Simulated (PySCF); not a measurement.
Circular dichroism: `C=C[C@H]1CO[Si@@H](F)C1`, C5H9FOSi

Cartesian coordinates in Å; atom numbers follow the order of the lines, from 1:
```xyz
17

C     2.654    0.169   -0.790
C     1.355    0.385   -0.882
C     0.356    0.002    0.159
C    -0.460    1.213    0.649
O    -1.667    0.774    1.232
Si   -2.135   -0.719    0.797
F    -3.542   -0.638    0.018
C    -0.665   -1.026   -0.361
H     3.092   -0.301    0.076
H     3.337    0.448   -1.575
H     0.942    0.855   -1.766
H     0.868   -0.429    1.025
H    -0.703    1.875   -0.190
H     0.089    1.786    1.400
H    -2.355   -1.562    1.949
H    -0.241   -2.026   -0.355
H    -0.933   -0.795   -1.394
```

Method: TDDFT CAM-B3LYP/def2-SVPD circular dichroism and optical rotation, one conformer, gas phase (PySCF 2.14.0). Geometry: GFN2-xTB.

The molecule is flexible and this is one conformer; a measurement averages over conformers.

(1) Assign R or S to each stereocentre.

(2) List the lowest 12 singlet excitations with oscillator and rotatory strengths.

## Answers

(1) C3 S, Si6 S.

(2) Rotatory strengths R in 10⁻⁴⁰ esu² cm², velocity form and length form (origin at the centre of mass); f in length form.
```csv
state,E (eV),λ (nm),f,R (velocity),R (length),main
1,7.35,169,0.516,-2.0,-5.6,"HOMO→LUMO 0.83, HOMO→LUMO+1 0.10"
2,7.44,167,0.101,+25.6,+28.8,"HOMO→LUMO+1 0.65, HOMO→LUMO+3 0.12"
3,7.70,161,0.005,-11.3,-10.8,"HOMO→LUMO+2 0.54, HOMO→LUMO+3 0.19"
4,7.82,158,0.013,+0.1,+1.5,"HOMO−1→LUMO 0.45, HOMO−2→LUMO 0.11"
5,7.98,155,0.003,+2.8,+4.2,"HOMO→LUMO+5 0.43, HOMO−1→LUMO 0.11"
6,8.06,154,0.013,+8.6,+8.3,"HOMO−1→LUMO+3 0.23, HOMO−1→LUMO+4 0.17"
7,8.10,153,0.007,-11.8,-11.6,"HOMO→LUMO+4 0.17, HOMO→LUMO+5 0.14"
8,8.23,151,0.006,+15.6,+11.7,"HOMO−1→LUMO+1 0.40, HOMO→LUMO+4 0.18"
9,8.27,150,0.0005,+6.2,+7.1,"HOMO−2→LUMO 0.30, HOMO−1→LUMO 0.30"
10,8.48,146,0.007,-1.5,-1.9,"HOMO−1→LUMO+2 0.22, HOMO→LUMO+3 0.15"
11,8.59,144,0.024,+34.3,+30.9,"HOMO−1→LUMO+2 0.26, HOMO→LUMO+4 0.17"
12,8.75,142,0.050,+13.9,+13.9,"HOMO→LUMO+6 0.50, HOMO−2→LUMO+1 0.09"
```

Among the states computed, the strongest CD band (largest |R|) is state 11. The largest dissymmetry factor in size, g = 4R/(D+G), with D and G the electric and magnetic dipole strengths, is +0.12 for state 9 (velocity form, f = 0.0006), among bands with |R| over 0.5. The mirror image has the same energies and oscillator strengths and all R with the opposite sign.
